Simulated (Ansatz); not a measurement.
A nudged elastic band was laid between two geometries of Cl$_{3}$HOSi (6 atoms, charge 0, multiplicity 1).

Method: Ansatz 0.2.0, RKS r2SCAN-D4/def2-SVP.

| Property | Result |
| --- | --- |
| movable images | 7 |
| climbing image | yes |
| spring | 5.0 eV/Å² |
| optimiser | quadratic models (default) |
| start path | through a guess of the saddle point |
| force threshold | 0.05 eV/Å |
| iteration limit | 60 |
| end points | relaxed |

Image 0:

```xyz
6
Properties=species:S:1:pos:R:3
Si -0.101 0.245 0.151
Cl -1.777 0.455 -1.011
O 0.512 -1.268 0.035
H 0.679 -1.625 -0.846
Cl 1.257 1.660 -0.440
Cl -0.570 0.533 2.110
```

Image 8:

```xyz
6
Properties=species:S:1:pos:R:3
Si -0.024 0.301 0.048
Cl -1.747 0.473 -1.051
O 0.789 -1.063 -0.345
H 0.302 -1.898 -0.332
Cl 1.220 1.860 -0.352
Cl -0.540 0.327 2.032
```

(1) What changes between the two ends?

(2) Give the energies along the band, and the barrier.

(3) What is the geometry of the highest image?

(4) What are the harmonic wavenumbers there?

## Answers

(1) No bond is made or broken.  The two ends are copies of one structure, up to a mirror image or an exchange of like atoms.

(2) It converged. The highest image is number 4 of 0 to 8, 0.015 eV above the ends, which have the same energy within 2 meV. A vibrational analysis at the climbing image gives one clearly imaginary mode, 138i cm⁻¹: a first-order saddle point.

| image | path coordinate (Å) | energy (eV) |
| --- | --- | --- |
| 0 | 0.00 | 0.000 |
| 1 | 0.14 | 0.003 |
| 2 | 0.28 | 0.008 |
| 3 | 0.42 | 0.013 |
| 4 | 0.56 | 0.015 |
| 5 | 0.70 | 0.013 |
| 6 | 0.83 | 0.008 |
| 7 | 0.97 | 0.003 |
| 8 | 1.11 | 0.000 |

(3) 
```xyz
6
Properties=species:S:1:pos:R:3
Si -0.026 0.279 0.128
Cl -1.674 0.391 -1.094
O 0.712 -1.168 -0.071
H 0.320 -1.787 -0.699
Cl 1.271 1.784 -0.337
Cl -0.602 0.501 2.073
```

(4) 138i, 164, 170, 232, 261, 278, 460, 603, 633, 782, 959, 3878 cm⁻¹.

Run time: 2.4 min on 2 threads of Intel(R) Xeon(R) Platinum 8488C (Sapphire Rapids), on a shared host, peak memory 0.18 GiB.
